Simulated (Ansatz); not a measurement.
`[CH3][GeH]1[O][SiH2]1`. The species carries charge 0 and has multiplicity 1. All single points use the PBE0-D4/def2-TZVP geometry.

```xyz
10

C     1.035   -1.421    0.342
Ge    0.194   -0.014   -0.704
O    -1.594    0.199   -0.120
Si   -0.983    1.708    0.159
H     0.990   -1.177    1.402
H     2.079   -1.538    0.044
H     0.509   -2.360    0.164
H     0.169   -0.348   -2.208
H    -1.532    2.820   -0.659
H    -0.868    2.130    1.579
```

Problem. What is the dipole moment at B3LYP/def2-TZVPP? (Best estimate.)

Solution. Ansatz gave: 1.97 D, with components (1.96, 0.14, 0.18) D in this frame, pointing from negative to positive charge.

Problem. And with PBE, r2SCAN, ωB97M-V? (An estimate is asked.)

Solution. The calculation gave: PBE 1.81 D, r2SCAN 1.84 D, ωB97M-V 1.98 D.

Problem. Give the Mulliken charges with B3LYP, PBE, r2SCAN in def2-TZVPP. (Best estimate.)

Solution. The calculation gave: 
```
atom  B3LYP    PBE  r2SCAN
  C1  -0.36  -0.35   -0.26
 Ge2   0.30   0.28    0.27
  O3  -0.51  -0.44   -0.52
 Si4   0.38   0.30    0.42
  H5   0.11   0.12    0.08
  H6   0.11   0.11    0.08
  H7   0.12   0.12    0.09
  H8  -0.01  -0.01   -0.01
  H9  -0.07  -0.06   -0.08
 H10  -0.07  -0.07   -0.08
```

B3LYP here is the variant with VWN-RPA as its local correlation; programs differ in this.
